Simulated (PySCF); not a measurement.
**Continuum solvent and chemical shifts**

Geometry:
| atom | x (Å) | y (Å) | z (Å) |
| --- | --- | --- | --- |
| N1 | -2.690 | 0.247 | -0.334 |
| C2 | -1.450 | -0.464 | -0.542 |
| C3 | -0.399 | -0.357 | 0.577 |
| C4 | 0.860 | -1.200 | 0.303 |
| C5 | 1.818 | -0.422 | -0.602 |
| N6 | 1.804 | 0.950 | -0.131 |
| Si7 | 0.344 | 1.389 | 0.694 |
| H8 | -3.110 | -0.023 | 0.554 |
| H9 | -2.524 | 1.250 | -0.283 |
| H10 | -1.685 | -1.534 | -0.696 |
| H11 | -1.015 | -0.123 | -1.498 |
| H12 | -0.870 | -0.677 | 1.522 |
| H13 | 0.600 | -2.176 | -0.143 |
| H14 | 1.372 | -1.408 | 1.257 |
| H15 | 1.500 | -0.512 | -1.662 |
| H16 | 2.831 | -0.857 | -0.543 |
| H17 | 2.484 | 1.580 | -0.534 |
| H18 | 0.553 | 1.909 | 2.085 |
| H19 | -0.486 | 2.426 | -0.012 |

GIAO PBE0/pcSseg-1 in PySCF 2.14 on one PBE0-D3(BJ)/def2-SVP conformer, non-relativistic, equivalent nuclei averaged. Solvents enter as an IEF-PCM continuum (chloroform with ε = 4.7, dichloromethane with ε = 8.9) around the gas-phase geometry. Shifts are referred to TMS computed in the same medium.

Gas phase, δ in ppm: C2 46.8, C5 46.6, C3 34.3, C4 33.4, Si7 -22.1, H18 4.89, H19 4.83, H15 3.02, H16 3.02, H10 2.66, H11 2.55, H14 1.81, H13 1.55, H12 1.00. Dipole moment 1.34 D.

(1) How does each δ change in the continuum?

(2) Which of the listed nuclei move most (in ppm), and what does the model miss? (N and O are left out, as their reference compounds move with the solvent too.)

## Answers

(1) 
| atoms | environment | Δδ, chloroform | Δδ, dichloromethane |
| --- | --- | --- | --- |
| C2 | sp3 CH2 bonded to N | +0.3 | +0.3 |
| C5 | sp3 CH2 bonded to N | +0.5 | +0.6 |
| C3 | sp3 CH bonded to Si | -0.1 | -0.1 |
| C4 | sp3 CH2 in a ring | +0.6 | +0.7 |
| Si7 | silicon bonded to C, N, 2 H, in a 5-membered ring | -0.1 | -0.1 |
| H18 | hydrogen on a silicon bonded to C, N, in a 5-membered ring | -0.09 | -0.11 |
| H19 | hydrogen on a silicon bonded to C, N, in a 5-membered ring | -0.05 | -0.06 |
| H15 | hydrogen on an sp3 CH2 bonded to N | -0.01 | -0.01 |
| H16 | hydrogen on an sp3 CH2 bonded to N | +0.02 | +0.03 |
| H10 | hydrogen on an sp3 CH2 bonded to N | 0.00 | +0.01 |
| H11 | hydrogen on an sp3 CH2 bonded to N | +0.01 | 0.00 |
| H14 | hydrogen on an sp3 CH2 in a ring | 0.00 | -0.01 |
| H13 | hydrogen on an sp3 CH2 in a ring | +0.05 | +0.06 |
| H12 | hydrogen on an sp3 CH bonded to Si | +0.16 | +0.20 |

Changes are relative to the gas phase. The dipole moment becomes 1.52 D in chloroform, 1.55 D in dichloromethane.

(2) C4 (sp3 CH2 in a ring, +0.7 ppm) in dichloromethane. A continuum only polarises the solute; specific hydrogen bonds, the anisotropy of aromatic solvents and changes of geometry or conformer are outside it.
